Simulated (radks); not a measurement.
Problem. The mean radii <r> (bohr) of the occupied orbitals of an atom or ion are listed with their occupations. Method: non-relativistic Kohn-Sham, LB94 model potential, spin-polarised, spherical densities, point nucleus; computed with a radial shooting solver on a logarithmic mesh with Libxc functionals.

orbital  occ.      <r>
1s up       1  0.01915
1s down     1  0.01915
2s up       1  0.08062
2s down     1  0.08062
2p up       3  0.06809
2p down     3  0.06809
3s up       1   0.2033
3s down     1   0.2033
3p up       3   0.1936
3p down     3   0.1936
3d up       5   0.1690
3d down     5   0.1690
4s up       1   0.4481
4s down     1   0.4485
4p up       3   0.4517
4p down     3   0.4522
4d up       5   0.4580
4d down     5   0.4587
4f down     7   0.4733
4f up       7   0.4724
5s up       1   0.9358
5s down     1   0.9298
5p up       3   0.9788

Name the element and its charge. Open shells, if any, are filled with parallel spins first.

Solution. Z = 79, gold, charge +14: Au14+ in [Kr] 4d10 4f14 5s2 5p3. The 1s radius gives Z: for a bare nucleus <r> = 1.5/Z, 0.01899 bohr for Z = 79, and screening makes it slightly larger (0.01915 here). The occupations add up to 65, and the charge is Z minus that.
